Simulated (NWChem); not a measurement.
Species: SiNH3, singlet; SMILES N[SiH]

```xyz
5

Si     0.0886    -0.6844     0.0000
H     -1.4410    -0.8550     0.0000
N      0.0216     1.0327     0.0000
H     -0.8151     1.6080     0.0000
H      0.8646     1.5987     0.0000
```
Atoms are numbered in this order, from 1.

Low-valent species are run as closed-shell singlets; no triplet was tried in these runs. Geometry: optimised at PBE0/def2-SVP.

Symmetry labels are those of Cs in the frame above (b1 and b2, or b-type labels, depend on it). States above −ε(HOMO) = 5.3 eV lie in this functional's continuum and hang on the basis.

Problem. List the 6 lowest vertical singlet excitations from PBE/6-31+G* (spherical d), TDA (NWChem).

Solution. 
```tsv
state	energy (eV)	oscillator strength	symmetry	leading excitation (squared amplitude)
S1	3.66	0.055	a"	HOMO → LUMO (0.96)
S2	4.70	0.061	a'	HOMO → LUMO+1 (0.95)
S3	5.84	0.049	a'	HOMO → LUMO+2 (0.94)
S4	6.16	0.241	a'	HOMO−1 → LUMO (0.50)
S5	6.37	0.041	a'	HOMO → LUMO+3 (0.59)
S6	6.50	0.065	a"	HOMO−1 → LUMO+1 (0.95)
```
